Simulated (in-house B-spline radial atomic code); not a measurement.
Results of a calculation; reference values are marked as such.
**How size changes two electrons in a parabolic Ge dot with a donor at its centre**

For Ge the NSM archive of the Ioffe Institute lists m_l = 1.6 m0, m_t = 0.08 m0 and ε = 16.2; the model takes one isotropic valley with the conductivity mass 3/(1/m_l + 2/m_t) = 0.117 m0, and so misses anisotropy and the other valleys. All triplets below are those of one valley; with several valleys two electrons can form a triplet in the 1s orbital itself, at an energy set by the valley splitting. Real donors also feel a central-cell potential, which shifts the ground state.

Effective-mass model with parabolic bands, a uniform dielectric constant, no image charges, no central-cell or spin-orbit terms. Two-electron levels come from full CI in B-splines with partial waves to l = 5 (up to 0.001 effective hartree above the limit).

Ha* = 12.13 meV, a* = 7.327 nm.

```tsv
ħω (meV)	s-p spacing (meV)	J_ss (meV)	charging energy, CI (meV)	gap to the lowest triplet, CI (meV)	leading natural occupation
50.7	61.7	22.2	21.2	54.5	1.994
38	47.7	19.6	18.6	41.3	1.993
30.4	39.4	17.9	16.9	33.6	1.991
21.2	29	15.5	14.4	24	1.989
12.5	19	12.7	11.6	14.8	1.984
7.19	12.7	10.6	9.46	9.18	1.977
4.08	8.91	9.16	7.91	5.77	1.968
1.55	5.86	7.97	6.44	2.84	1.948
0.569	4.83	7.64	5.89	1.32	1.921
0.442	4.73	7.62	5.84	1.1	1.914
0.216	4.6	7.59	5.76	0.699	1.899
0.148	4.57	7.59	5.74	0.582	1.895
```

Question: With what end-to-end powers of ħω do the columns change between the first and last rows?

Answer: Spacing +0.45, J_ss +0.18, charging energy +0.22, triplet gap +0.78. In large dots the donor takes over: the spacing tends to 3/8 Ha* = 4.55 meV and the triplet gap to the binding of the second electron, 0.0278 Ha* = 0.337 meV, which it nears slowly.

Question: Where does repulsion overtake the orbital spacing, and what happens to the ratio of triplet gap to spacing?

Answer: J_ss passes the spacing between ħω = 7.19 and 4.08 meV. The ratio goes from 0.88 to 0.13, while the leading occupation goes from 1.994 to 1.895. The lowest triplet changes from sp to ss between 1.55 and 0.569 meV.
